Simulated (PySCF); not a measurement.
Two-component Hartree-Fock for W (tungsten, neutral)

Start: [Xe] 4f14 5d4 6s2; 5d3/2 filled at m_j = -3/2, -1/2, +1/2, +3/2. Calculated with PySCF 2.14 in x2c-QZVPPall-2c (16s16p12d6f2g, 184 functions): generalised Hartree-Fock with the X2C-1e Hamiltonian and a Gaussian nucleus; one run each with spin-orbit coupling (SO) switched off, then screened by Boettger's factors.

```csv
spinor shell,electrons,"ε, spin-free (eV)","ε, screened SO (eV)",weight of nominal j (screened SO),"rms radius, screened SO (bohr)"
1s1/2,2,-69900.7,-69879.5,1.000,0.0208
2s1/2,2,-12206.5,-12199.8,1.000,0.0838
2p1/2,2,-10678.7,-11645.7,1.000,0.0713
2p3/2,4,-10678.7,-10286.9,1.000,0.0787
3s1/2,2,-2873.5,-2871.3,1.000,0.214
3p1/2,2,-2413.0,-2624.7,1.000,0.206
3p3/2,4,-2413.0,-2325.8,1.000,0.221
3d3/2,4,-1877.7,-1915.5,1.000,0.195
3d5/2,6,-1877.7,-1850.8,1.000,0.199
4s1/2,2,-625.12,-624.38,1.000,0.478
4p1/2,2,-471.34,-520.87,1.000,0.486
4d3/2,4,-272.61,-280.36,1.000,0.544
4d5/2,6,-272.61,-266.82,1.000,0.556
5s1/2,2,-93.724,-93.501,1.000,1.15
5p1/2,2,-52.667,-61.522,0.936,1.29
4f5/2,6,-49.959,-51.068,0.954,0.708
5p3/2,4,-52.667,-48.710,0.894,1.33
4f7/2,8,-49.959,-48.512,0.989,0.678
5d3/2,4,-10.379,-10.394,0.610,2.14
6s1/2,2,-7.193,-7.166,0.988,3.70
```

(1) Where does 4p3/2 lie, and what is the 4p spin-orbit splitting (screened SO)?

| quantity | spin-free | screened SO |
| --- | --- | --- |
| E (hartree) | -16130.74222 | -16149.83161 |
| M_J | 0 | 0 |
| ⟨J²⟩ | 4.124 | 3.328 |
| ⟨L²⟩ | 6.087 | 5.992 |
| ⟨S²⟩ | 6.037 | 5.941 |

The determinant has a definite M_J but mixes levels of different J.

Each row is a mean over spinors that exchange with the open shell spreads, by up to 4.186 eV (5p3/2).

Rows whose weight is well below 1 are mixtures of j = l ± 1/2: exchange outweighs spin-orbit coupling there, and the label is only the starting occupation.

Breit and QED terms are absent; they matter most for the inner s and p1/2 levels.

Densities and radii are taken from the X2C orbitals without a picture-change correction, which distorts them close to the nucleus.

Without spin-orbit coupling the j labels of p, d and f shells carry no meaning; the spin-free column gives the mean over the occupied spinors of each nl shell, and its ⟨J²⟩ belongs to a mixture of degenerate components.

## Answers

(1) At -450.70 eV, 70.177 eV above 4p1/2.
